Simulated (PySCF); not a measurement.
Two species compared at the same levels of theory.

First species: BH₆P.
Cartesian coordinates in Å at the PBE0-D3(BJ)/def2-SVP level; atoms count from 1:
```xyz
8
BH6P angstrom
B     -1.195   -0.102   -0.021
P      0.724    0.005    0.039
H     -1.557    0.786    0.735
H     -1.456    0.098   -1.197
H     -1.437   -1.233    0.368
H      1.366   -0.177    1.288
H      1.467   -0.912   -0.745
H      1.336    1.216   -0.369
```

Second species: TiBrCl3 (singlet state).
Bonds: Ti1–Br2, Ti1–Cl3, Ti1–Cl4, Ti1–Cl5.

Levels: CAM-B3LYP/def2-SVPD for dipole moment, HOMO energy, LUMO energy, HOMO–LUMO gap, static isotropic polarisability and electronic spatial extent ⟨r²⟩ about the centre of nuclear charge; TDDFT CAM-B3LYP/def2-SVPD for lowest singlet excitation; TDA CAM-B3LYP/def2-SVPD for lowest triplet excitation (Tamm–Dancoff). Geometries: PBE0-D3(BJ)/def2-SVP. Each species is one conformer at its optimised geometry, gas phase, non-relativistic unless stated; the electronic structure was computed with PySCF and density fitting.

Values for the first species:

| Property | Result |
| --- | --- |
| Dipole moment | 4.19 D |
| HOMO energy | -9.97 eV |
| LUMO energy | 0.76 eV |
| HOMO–LUMO gap | 10.73 eV |
| Lowest singlet excitation | 7.85 eV |
| Lowest triplet excitation (Tamm–Dancoff) | 7.44 eV |
| Static isotropic polarisability | 47.6 au |
| Electronic spatial extent ⟨r²⟩ about the centre of nuclear charge | 183 bohr² |

Problem. Estimate the same properties for the second species, and the change in each.

Solution. 
```
                                                         property      first      second  second less first
                                                    dipole moment     4.19 D      0.21 D            -3.98 D
                                                      HOMO energy   -9.97 eV   -10.51 eV           -0.54 eV
                                                      LUMO energy    0.76 eV    -2.94 eV           -3.70 eV
                                                    HOMO–LUMO gap   10.73 eV     7.57 eV           -3.16 eV
                                        lowest singlet excitation    7.85 eV     3.90 eV           -3.95 eV
                         lowest triplet excitation (Tamm–Dancoff)    7.44 eV     3.68 eV           -3.76 eV
                                  static isotropic polarisability    47.6 au    101.6 au           +54.0 au
electronic spatial extent ⟨r²⟩ about the centre of nuclear charge  183 bohr²  1612 bohr²        +1429 bohr²
```

On the first: S1 lies 2.88 eV below the HOMO–LUMO gap. No computed singlet falls in the visible range (750 to 380 nm, 1.65 to 3.26 eV); S1 lies 4.59 eV above its blue end.

On the second: S1 lies 3.67 eV below the HOMO–LUMO gap. The polarisability is 15.06 Å³ as a volume (1 au = 0.148185 Å³), or 0.94 au for each of the 108 electrons. The calculation is non-relativistic and has no spin–orbit coupling, an omission that weighs most on bromine.
